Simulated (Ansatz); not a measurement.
**Question.** Predict a relaxed structure of the cluster Sn₂Se⁺, charge 1, doublet, at r2SCAN-D4/def2-TZVP (Ansatz).

**Answer.** 
Cartesian coordinates in Å:
```
Sn 0.2923 0.8589 1.4580
Sn -0.3712 0.4533 -1.6142
Se 0.0789 -1.3121 0.1562
```
Point group C2v (tolerance 0.1 Å). This is one stationary point.

In the def2 sets Sn takes a core potential; there is no spin–orbit coupling. The relaxation made no stability test and no search for a lower SCF solution. The structure comes from a short search, and lower isomers may exist.
